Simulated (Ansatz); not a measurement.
Relaxation of a periodic cell of 21 atoms, MgH₁₂Cl₂O₆ (contents 6 H2O + 1 Mg + 2 Cl, density as packed 1.37 g/cm³ with natural masses), to a largest force component of 0.3 eV/Å in at most 15 steps.

Computed with DFT LDA, scalar-relativistic, plane waves, PAW in Ansatz 0.2.0. Settings: accuracy low, cutoff 420 eV, k mesh 1x1x1, fermi-dirac smearing 0.05 eV, no spin polarisation.

```xyz
21
Lattice="6.2658 0.0000 0.0000 0.0000 6.2658 0.0000 0.0000 0.0000 6.2658" Properties=species:S:1:pos:R:3
O 5.255 1.632 4.637
H 5.435 2.234 3.900
H 5.394 0.751 4.258
O 3.130 5.114 1.233
H 3.448 5.245 0.327
H 3.693 5.697 1.764
O 1.347 1.886 1.198
H 0.412 2.136 1.241
H 1.386 1.250 0.468
O 4.788 3.089 0.754
H 4.645 3.026 -0.202
H 4.040 2.606 1.135
O 0.546 5.553 5.698
H 0.492 6.324 5.114
H 0.580 4.800 5.090
O 1.204 4.397 3.034
H 0.739 4.562 2.200
H 1.751 3.620 2.847
Mg 3.994 4.431 4.207
Cl 3.337 1.659 2.823
Cl 5.973 0.167 1.613
```

Problem. Where does it end, and by what steps?

Solution. The forces met the threshold. The threshold is loose, so the end isn't yet a minimum. The force dipped under the threshold on the way, but the program's further checks kept it going. Limits of this set-up: coarse k mesh, low accuracy level. After 13 steps the energy has fallen by 9.316 eV; Cl21 moved furthest, 1.91 Å. Joined: O4–Mg19, O16–Mg19, Mg19–Cl21.

```csv
step,energy less start (eV),largest force component (eV/Å),accepted
0,0.0000,1.925,yes
1,-1.3800,1.482,yes
2,-2.8372,1.707,yes
3,-4.0842,1.819,yes
4,-5.1391,1.764,yes
5,-6.0705,1.840,yes
6,-6.8270,1.529,yes
7,-7.4286,0.847,yes
8,-8.0362,0.901,yes
9,-8.4493,0.934,yes
10,-8.7725,0.517,yes
11,-9.0588,0.568,yes
12,-9.3159,0.251,yes
13,-9.3159,0.251,yes
```

```xyz
21
Lattice="6.2658 0.0000 0.0000 0.0000 6.2658 0.0000 0.0000 0.0000 6.2658" Properties=species:S:1:pos:R:3
O 5.855 1.668 4.815
H 6.016 2.270 4.056
H 5.314 0.954 4.383
O 3.353 5.185 0.789
H 3.897 4.437 0.347
H 4.008 5.899 0.946
O 0.769 2.397 1.485
H -0.024 2.689 0.960
H 0.998 1.486 1.220
O 4.755 3.131 0.302
H 5.003 2.559 -0.495
H 4.329 2.526 0.974
O 0.683 5.629 5.810
H 0.576 6.459 5.292
H 0.898 4.942 5.149
O 1.388 4.109 3.178
H 0.631 4.744 3.014
H 1.157 3.282 2.562
Mg 3.229 4.378 2.632
Cl 3.593 2.104 2.789
Cl 5.161 -0.669 3.130
```

Run time: 19 s on 1 CPU thread of a shared host.
